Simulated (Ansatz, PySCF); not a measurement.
Gas-phase reaction in SMILES: ClCCl + C (CH4) -> 2 CCl (CH3Cl)
Geometries: B3LYP-D3(BJ)/def2-TZVP minima from Ansatz (a first-principles code).

Wanted: bond separation energy (enthalpy at 298 K, with B3LYP-D3(BJ) rigid-rotor harmonic-oscillator terms from PySCF), in kcal/mol. Correlated levels leave the core frozen unless marked. No spin-orbit coupling. No relativistic terms. CBS marks a two-point X^-3 extrapolation of the correlation energy; Hartree-Fock from the larger set. [CCSD(T)-MP2]/basis is that difference in the basis named.

From measured enthalpies of formation at 298 K: 0.9 kcal/mol (ClCCl -22.6, ATcT 1.112; C (CH4) -17.8, ATcT 1.112; CCl (CH3Cl) -19.7, ATcT 1.112). It holds spin-orbit effects, which the calculations lack, and core correlation, which the frozen-core levels lack.

```csv
level,program,bond separation energy (kcal/mol),error against measurement
HF/STO-3G,Ansatz,-3.7,-4.6
HF/aug-cc-pV(D+d)Z,Ansatz,-2.5,-3.4
HF/def2-TZVPD,PySCF,-2.3,-3.2
revPBE-D3(BJ)/def2-TZVPD,Ansatz + dftd3,1.3,0.4
r2SCAN-D3(BJ)/def2-TZVPD,Ansatz + dftd3,1.4,0.5
r2SCAN-D4/def2-TZVPD,Ansatz + dftd4,1.4,0.5
B3LYP-D3(BJ)/def2-TZVPD,Ansatz + dftd3,0.6,-0.3
PBE0-D3(BJ)/def2-TZVP,Ansatz + dftd3,0.9,0.0
TPSSh/def2-TZVPD,PySCF,0.0,-0.9
PW6B95/def2-TZVPD,PySCF,0.3,-0.6
M06-2X/def2-TZVPD,PySCF,0.1,-0.8
MN15-D3(BJ)/def2-TZVPD,PySCF + dftd3,0.7,-0.2
B2GP-PLYP-D3(BJ)/def2-TZVPD,Ansatz + dftd3,0.8,-0.1
MP2/6-31G*,Ansatz,0.3,-0.6
RI-MP2/aug-cc-pV(T+d)Z,Ansatz,1.3,0.4
SCS-MP2/6-31G,Ansatz,-2.7,-3.6
SCS-MP2/6-31G*,Ansatz,-0.2,-1.1
CCSD/aug-cc-pV(D+d)Z,Ansatz,0.3,-0.6
CCSD/cc-pV(D+d)Z,Ansatz,0.2,-0.7
CCSD(T) with core electrons (1s frozen past Ne)/cc-pwCVTZ,Ansatz,0.8,-0.1
"RI-MP2/CBS(aug-cc-pV(T+d)Z,aug-cc-pV(Q+d)Z)+[CCSD(T)-MP2]/aug-cc-pV(T+d)Z",Ansatz,0.6,-0.3
```
